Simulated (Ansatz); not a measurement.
A calculation with Ansatz (development build ahead of 0.2.0).

```yaml
crystal:
  periodic: [false, false, false]
  atoms:
    - { symbol: Nd, position_ang: [0.0, 0.0, 0.0] }
    - { symbol: H, position_ang: [0.0, 0.0, 2.006] }
basis:
  gaussian: { orbitals: def2-TZVPP }
magnetization:
  spin_polarized: true
  initial_magnetization: 5
hamiltonian:
  xc: pbe0
```

The input is written out in the form of the current development build from the run's settings. The basis set brings a core potential for Nd, so the total leaves out those core electrons.

Output:

| Item | Value |
| --- | --- |
| Converged | yes |
| Total energy | -561.84669 hartree |
| Spin squared of the determinant | 8.754 |
| Stability test | minimum |

Caution: other spin multiplicities were not run.
